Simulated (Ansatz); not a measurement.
Molecule: NaF, net charge 0, singlet state. SMILES: [Na][F]
Coordinates optimised at B3LYP-D3(BJ)/def2-TZVP (Ansatz, a program for electronic structure):
```
Na
F 1 1.9271
```

Parts of the frozen-core correlation energy in def2-SVP (Ansatz, hartree). Frozen orbitals: 6; correlated occupied orbitals by spin: 4 and 4; virtual: 19 and 19. No spin-orbit coupling. No relativistic terms.

| term | value |
|---|---|
| reference (HF) | -261.17864 |
| MP2 opposite-spin | -0.14628 |
| MP2 same-spin | [?] |
| CCSD correlation | [?] |
| (T) | [?] |
| CCSDT minus CCSD(T) | -0.00017 |
| CCSDT(Q) minus CCSD(T) | -0.00072 |
| T1 diagnostic | 0.021 |
| largest doubles amplitude | 0.044 |

Task: Some entries are withheld; supply them.

Result: 
- MP2 same-spin, value: -0.05649
- CCSD correlation, value: -0.20374
- (T), value: -0.00208
